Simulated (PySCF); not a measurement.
Nitrogen: a sound run and one with changed settings

Sound run: N⁺ [He] 2s2 2p2, N²⁺ [He] 2s2 2p1. Calculation: PySCF 2.14, in aug-cc-pVDZ (4s3p2d, 23 functions); the non-relativistic Hamiltonian (point nucleus). In the sound run the correlated levels freeze 1s2. The sound run starts from symmetry-adapted Hartree-Fock orbitals and uses a fine grid where one is needed.

A second run was set up differently.

```json
{"species": "N⁺", "method": "UHF", "sound run (hartree)": "-53.88126", "changed run (hartree)": "-53.24264", "converged": "yes"}
{"species": "N⁺", "method": "MN15", "sound run (hartree)": "-53.99735", "changed run (hartree)": "-53.10394", "converged": "yes"}
{"species": "N⁺", "method": "LDA", "sound run (hartree)": "-53.56872", "changed run (hartree)": "-52.91058", "converged": "yes"}
{"species": "N⁺", "method": "MP2", "sound run (hartree)": "-53.93610", "changed run (hartree)": "-53.25331", "converged": "yes"}
{"species": "N⁺", "method": "CCSD(T)", "sound run (hartree)": "-53.95937", "changed run (hartree)": "-53.26332", "converged": "yes"}
{"species": "N²⁺", "method": "UHF", "sound run (hartree)": "-52.80727", "changed run (hartree)": "-52.12682", "converged": "yes"}
{"species": "N²⁺", "method": "MN15", "sound run (hartree)": "-52.90277", "changed run (hartree)": "-51.97463", "converged": "yes"}
{"species": "N²⁺", "method": "LDA", "sound run (hartree)": "-52.46306", "changed run (hartree)": "-51.77311", "converged": "yes"}
{"species": "N²⁺", "method": "MP2", "sound run (hartree)": "-52.85338", "changed run (hartree)": "-52.14900", "converged": "yes"}
{"species": "N²⁺", "method": "CCSD(T)", "sound run (hartree)": "-52.88250", "changed run (hartree)": "-52.16878", "converged": "yes"}
```

Ionisation energy of N⁺:

| method | sound run (eV) | changed run (eV) |
| --- | --- | --- |
| UHF | 29.225 | 30.363 |
| MN15 | 29.785 | 30.730 |
| LDA | 30.087 | 30.952 |
| MP2 | 29.462 | 30.050 |
| SCS-MP2 | 29.358 | 29.987 |
| CCSD | 29.295 | 29.784 |
| CCSD(T) | 29.303 | 29.784 |

(1) What was changed?
A. minimal basis
B. too few SCF iterations
C. a valence shell is frozen
D. basis contracted for another Hamiltonian

Results:

(1) A. It used basis STO-3G. A minimal basis cannot let orbitals breathe on ionisation and holds almost no correlation.
